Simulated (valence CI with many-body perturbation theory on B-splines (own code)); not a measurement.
**Which ion has this spectrum?**

A relativistic CI+MBPT calculation for an atom or ion with 7 electrons gives these levels (eV):

```csv
J,Parity,E,g
3/2,odd,0.0,1.31
3/2,odd,1777.1,1.43
5/2,odd,1800.2,1.16
1/2,odd,1858.0,0.61
5/2,even,2154.3,1.44
1/2,even,2268.8,1.98
3/2,even,2270.0,1.16
3/2,odd,3639.5,1.28
3/2,even,3961.7,1.58
5/2,even,4003.9,1.28
1/2,even,4076.0,1.34
3/2,even,4083.4,1.00
3/2,odd,4499.5,1.29
1/2,even,5873.4,1.88
```

The energies are calculated, and their last digits are not significant.

**Question.** Which is it?
A. Pt71+
B. Tl74+
C. Hg73+
D. Os69+

**Answer.** A. Pt71+, ground level (2s^2 2p1/2^2 2p3/2) J=3/2.
